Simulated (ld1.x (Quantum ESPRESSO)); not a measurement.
# What one change does to a pseudopotential (Pd (Z = 46), TM)

- Element: palladium
- Generator: ld1.x (Quantum ESPRESSO) 7.5
- Type: norm-conserving Troullier–Martins (Kleinman–Bylander form)
- Functional: PBEsol
- Relativity: scalar-relativistic
- Frozen core: [Kr]
- Valence charge: 10
- Reference configuration: 4d10 5s0
- Partial waves: 5s (bound, empty): rc 1.85 bohr; 5p channel at 0.05 Ry: rc 2.05 bohr; 4d (bound): rc 1.45 bohr
- Local potential: all-electron potential smoothed inside 1.40 bohr (lloc = -1)
- Core correction: a·sin(br)/r model core inside 1.00 bohr

Change: wave 5s (bound): rc 1.85 bohr becomes 5s (bound): rc 1.34 bohr.

Cutoffs: the cutoffs (Ry, on a coarse ladder) from which the occupation-weighted sum of valence levels, in a spherical-Bessel basis at the reference potential, stays within 10 and 1 mRy of its value at 400 Ry; they do not see the model core or the augmentation charge, which bear on the density cutoff. Errors are all-electron minus pseudo energies relative to the spin-unpolarised reference configuration.

**Question.** How do hardness, ghosts and transferability respond?

**Answer.** The potential gets neither clearly harder nor softer (70 Ry and 80 Ry → 70 Ry and 80 Ry); both files keep a bound ghost (p, s); the number of tests that count goes from 7 to 5; the errors of the 5 common tests hardly move; the range in which the s phases agree widens (upper end 1.9 → at the end of the scan).

| quantity | base | changed |
| --- | --- | --- |
| cutoff, loose | 70 Ry | 70 Ry |
| cutoff, tight | 80 Ry | 80 Ry |
| bound ghosts | s, p | s, p |
| tests counted (converged, no solver errors) | 7 of 7 | 5 of 7 |
| error for 4d9 5s0, meV [ΔE 9.12 eV] | -18 | -18 |
| error for 4d8 5s0, meV [ΔE 29.94 eV] | -150 | -150 |
| error for 4d7 5s0, meV [ΔE 64.29 eV] | -549 | -548 |
| error for 4d6 5s0, meV [ΔE 113.61 eV] | -1395 | -1395 |
| error for 4d9.5 5s0, meV [ΔE 3.24 eV] | -2.7 | -2.7 |
| s: phases at 2.26 bohr within 0.05 rad from the reference energy up to (Ry; the scan ends near 5) | 1.9 | to the end of the scan |
| p: phases at 2.26 bohr within 0.05 rad from the reference energy up to (Ry; the scan ends near 5) | 1.0 | 1.0 |
| d: phases at 2.26 bohr within 0.05 rad from the reference energy up to (Ry; the scan ends near 5) | to the end of the scan | to the end of the scan |

Changed file: The cutoffs count occupied waves only; the empty 5s level needs 230 Ry at the loose tolerance. Tests not counted: 4d9 5s1 (solver errors, printed error -3.1 eV); 4d8 5s1 (solver errors, printed error -3.9 eV). A true bound ghost makes a file unfit for plane-wave use even where its test errors are small: the radial tests pick states by their node count and pass the ghost by. Where a test does run into it, the solver fails or the error is huge.
